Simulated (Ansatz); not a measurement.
Geometry optimisation, RKS PBE0-D4/def2-SVP in Ansatz 0.2.0.

input.yaml

```yaml
crystal:
  periodic: [false, false, false]
  atoms:
    - { symbol: Al, position_ang: [-1.00678, -0.047535, -1.243842] }
    - { symbol: Cl, position_ang: [0.027797, -1.891141, -1.811769] }
    - { symbol: O, position_ang: [-0.51987, 1.440948, -1.889282] }
    - { symbol: O, position_ang: [-2.356074, -0.066258, -0.230301] }
    - { symbol: H, position_ang: [0.684577, -0.420919, 0.281313] }
    - { symbol: Si, position_ang: [1.301925, -0.010935, 1.535483] }
    - { symbol: H, position_ang: [0.127024, 1.499617, -2.59315] }
    - { symbol: H, position_ang: [-2.785346, -0.845042, 0.118923] }
    - { symbol: H, position_ang: [2.761479, 0.158963, 1.292262] }
    - { symbol: H, position_ang: [1.06207, -1.088007, 2.536427] }
    - { symbol: H, position_ang: [0.703197, 1.270409, 2.003834] }
basis:
  gaussian: { orbitals: def2-SVP }
hamiltonian:
  xc: pbe0
  dispersion: d4
relax:
  f_tol: 0.03
  max_steps: 50
```

Command:

```bash
$ ansatz run input.yaml --threads 2 --pin off --max-ram 3072MiB --backend cpu --events-out ev --progress --plain --runs-dir out
```

Q: Where does it end, and by what steps?

A: The forces met the threshold. The force dipped under the threshold on the way, but the program's further checks kept it going. After 19 steps the energy has fallen by 0.282 eV; O4 moved furthest, 0.91 Å.

| step | energy less start (eV) | largest force component (eV/Å) | accepted |
| --- | --- | --- | --- |
| 0 | 0.0000 | 0.899 | yes |
| 1 | -0.1029 | 0.402 | yes |
| 2 | -0.1385 | 0.140 | yes |
| 3 | -0.1515 | 0.161 | yes |
| 4 | -0.1925 | 0.289 | yes |
| 5 | -0.2266 | 0.330 | yes |
| 6 | -0.2536 | 0.311 | yes |
| 7 | -0.2682 | 0.122 | yes |
| 8 | -0.2743 | 0.075 | yes |
| 9 | -0.2746 | 0.373 | yes |
| 10 | -0.2784 | 0.136 | yes |
| 11 | -0.2797 | 0.069 | yes |
| 12 | -0.2804 | 0.068 | yes |
| 13 | -0.2808 | 0.048 | yes |
| 14 | -0.2811 | 0.022 | yes |
| 15 | -0.2814 | 0.033 | yes |
| 16 | -0.2816 | 0.036 | yes |
| 17 | -0.2818 | 0.044 | yes |
| 18 | -0.2820 | 0.033 | yes |
| 19 | -0.2821 | 0.029 | yes |

```xyz
11
Properties=species:S:1:pos:R:3
Al -0.686 -0.099 -1.115
Cl -0.404 -1.928 -2.127
O -0.384 1.381 -1.885
O -1.628 -0.051 0.311
H 1.002 -0.202 -0.079
Si 1.008 0.014 1.429
H 0.001 1.473 -2.757
H -2.143 -0.787 0.644
H 2.470 0.057 1.732
H 0.393 -1.169 2.084
H 0.372 1.311 1.763
```

Time of the run: 49 s on 2 threads of Intel(R) Xeon(R) Platinum 8488C (Sapphire Rapids), on a shared host, peak memory 0.28 GiB.
